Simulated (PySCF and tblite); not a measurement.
Electronic barriers of bond rotations, on GFN2-xTB stationary points: by GFN2-xTB itself (tblite) and by revPBE/pcSseg-1 + D3(BJ) single points (PySCF). Paths on which the two differ by 5 kcal/mol or more were left out, since the structures then suit only one of them.

```csv
molecule,motion,GFN2-xTB (kcal/mol),DFT (kcal/mol)
[CH2:1]=[C:2]([O:3][CH3:4])[Se:5][Se:6][CH3:7],"rotation about the Se5–Se6 bond (torsion C2–Se5–Se6–C7 from -88° to 88°, rising)",6.9,6.5
[N:1]#[C:2][C:3](=[O:4])/[C:5]([F:6])=[C:7](/[OH:8])[C:9]#[N:10],"rotation about the C7–O8 bond (torsion C5–C7–O8–H from 0° to 180°, rising)",9.4,7.4
[O:1]=[CH:2][c:3]1[cH:4][c:5]([C:6](=[O:7])[OH:8])[cH:9][o:10]1,"rotation about the C3–C2 bond (torsion C4–C3–C2–O1 from 0° to 180°, rising)",9.4,13.1
[CH3:1][NH:2][c:3]1[cH:4][n:5][cH:6][n:7][cH:8]1,"rotation about the C3–N2 bond (torsion C4–C3–N2–C1 from -14° to 166°, rising)",9.8,?
[CH3:1][n:2]1[cH:3][cH:4][cH:5][c:6]1[CH:7]=[O:8],"rotation about the C6–C7 bond (torsion N2–C6–C7–O8 from 0° to 180°, rising)",12.6,16.7
[O:1]=[C:2]([OH:3])[c:4]1[cH:5][o:6][c:7]([SH:8])[cH:9]1,"rotation about the C2–O3 bond (torsion O1–C2–O3–H from 0° to 180°, rising)",12.9,12.5
```

Q: Fit a straight line to the complete rows and predict the DFT barrier of CNc1cncnc1.

A: DFT = -2.46 + 1.338·GFN2 (5 points, rms 2.3 kcal/mol, correlation 0.791). At 9.8 this gives 10.7 kcal/mol; the calculation itself gave 8.1 kcal/mol, so the fit is off by 2.6. The points scatter widely, so the line says little.

For scale, the study of CNc1cncnc1 took 57 s on 1 thread of Arm Neoverse V2, shared host (rough), peak memory 0.65 GiB, launched as `OMP_NUM_THREADS=1 python ens_run.py task.json out`.
